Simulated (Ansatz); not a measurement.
Stepwise reaction of `[OH][Zr]([OH])([F])[SH]` with hydrogen fluoride, as a gas-phase model of exchange steps in deposition or etching. ΔE in kJ/mol.

Computed with Ansatz on PBE0-D4/def2-TZVP structures; ΔE is electronic, products minus reactants. CCSD(T)/CBS adds triple-zeta CCSD(T) − MP2 to the extrapolated MP2 energy (def2 sets, frozen cores). This one scheme is used for every species. Functionals use def2-TZVPP. B3LYP here is the variant with VWN-RPA as its local correlation; programs differ in this. Elements past krypton have def2 core potentials. For Zr outer-core shells are correlated without core-valence functions, which leaves a few kJ/mol of doubt a bond. One conformer a species, not always the lowest.

```tsv
step	reaction	PBE-D4	B3LYP-D4	ωB97M-V	CCSD(T)/CBS
1	`[OH][Zr]([OH])([F])[SH]` + H–F → `[OH][Zr]([F])([F])[SH]` + H₂O	-49.7	-46.6	-46.5	-41.0
2	`[OH][Zr]([F])([F])[SH]` + H–F → `[F][Zr]([F])([F])[SH]` + H₂O	-46.7	-43.7	-43.3	-38.1
```

Problem. By hand: ΔE of the 2 steps together at CCSD(T)/CBS.

Solution. (-41.0) + (-38.1) = -79.1 kJ/mol, or -39.5 kJ/mol a step.

In ΔE the steps differ by no more than 2.9 kJ/mol. All are downhill at CCSD(T)/CBS. PBE-D4 differs from CCSD(T)/CBS by -8.7 to -8.6 kJ/mol a step. Isolated molecules leave out the surface, adducts and barriers. Largest T1 diagnostic: 0.018.
